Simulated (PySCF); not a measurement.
System: sum formula H2BOF2, charge 1, multiplicity 1. It need not be the lowest isomer of its formula. 
Structure (B3LYP-D3(BJ)/def2-TZVP (Ansatz) minimum search):
```
B
F 1 1.2820
F 1 1.2820 2 131.38
O 1 1.4719 2 114.31 3 -180.00
H 4 0.9780 1 122.59 2 0.00
H 4 0.9780 5 114.82 1 180.00
```
Charge +1, spin multiplicity 1.

Dispersion corrections to the total energy (kcal/mol) from the dftd3 and dftd4 libraries through PySCF: D3(BJ) without and D4 with the three-body term, each with the damping fitted for the functional named.

```csv
functional,D3(BJ),D4
TPSS,-1.74,-1.68
CAM-B3LYP,-0.98,[?]
PBE,-1.42,-1.23
B3LYP,[?],-1.98
LC-wPBE,-1.22,-1.35
B2GP-PLYP,-0.75,-0.49
BHLYP,-1.82,[?]
```

Complete the blanks.


- CAM-B3LYP, D4: -0.99
- B3LYP, D3(BJ): -2.41
- BHLYP, D4: -1.32
